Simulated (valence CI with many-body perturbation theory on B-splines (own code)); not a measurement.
Sensitivity of CI+MBPT for Cr17+

Calculated by relativistic CI+MBPT: five valence electrons over a frozen Dirac-Fock core [He], a basis of 6 s, 6 p, 5 d, 3 f, 1 g functions for each j, with the one-electron correlation potential Σ1, the two-electron term Σ2, the three-electron term Σ3, Breit, model QED; selected CI, second order for the rest, scaled by the run's own slope (own B-spline code, finite nucleus).

No measured levels were compared; by estimate levels of excited configurations hold to 0.05 to 0.15 % of their energy, terms of the ground configuration to about 0.5 %. Among the levels kept, up to 2400 cm⁻¹ of a level comes from second order outside the variational space, and about a tenth of that is noise between levels of different J, which matters for small intervals.

The reference run has the lowest level 2s2 2p3 4S°_3/2 and an ionisation energy of 1293.94 eV. Its largest variational space holds 12408 state functions.

Changed runs:
A. shift of the energy in Σ1 (hartree) 0 → -8.067
B. orbitals per symmetry with explicit Σ2 and valence Breit (the others get mean screening factors) 5 → 7; factor on the speed of light 1 → 100; QED terms on → off
C. QED terms on → off; scale of Σ1 1 → 0
D. size limit of the variational space 10000 → 100; second order for the rest on → off (bad on purpose)

Excitation energies of the reference run in cm⁻¹, and shifts in cm⁻¹:

| Level | Reference | A | B | C | D |
| --- | --- | --- | --- | --- | --- |
| 2s2 2p3 2D°_3/2 | 126633 | -0.4 | +13195 | +14 | +3190 |
| 2s2 2p3 2D°_5/2 | 151383 | -1.3 | -11567 | -137 | +7121 |
| 2s2 2p3 2P°_1/2 | 226958 | -1.1 | -16921 | -48 | +3403 |
| 2s2 2p3 2P°_3/2 | 265272 | -2.5 | -55241 | -291 | +3820 |
| 2s 2p4 4P_5/2 | 667637 | +19 | -47527 | +3698 | +3500 |
| 2s 2p4 4P_3/2 | 714682 | +18 | -94564 | +3514 | +3457 |
| 2s 2p4 4P_1/2 | 732346 | +17 | -112222 | +3475 | +3251 |
| 2s 2p4 2D_3/2 | 923706 | +18 | -75861 | +3600 | +10278 |
| 2s 2p4 2D_5/2 | 932150 | +17 | -84309 | +3530 | +9998 |
| 2s 2p4 2S_1/2 | 1063300 | +17 | -70824 | +3604 | +11757 |
| 2s 2p4 2P_3/2 | 1104620 | +18 | -72164 | +3649 | +15728 |
| 2s 2p4 2P_1/2 | 1171550 | +16 | -139092 | +3358 | +11075 |
| Ionisation energy (eV) | 1293.94 | -0.0064 | +4.04 | -0.26 | -1.28 |
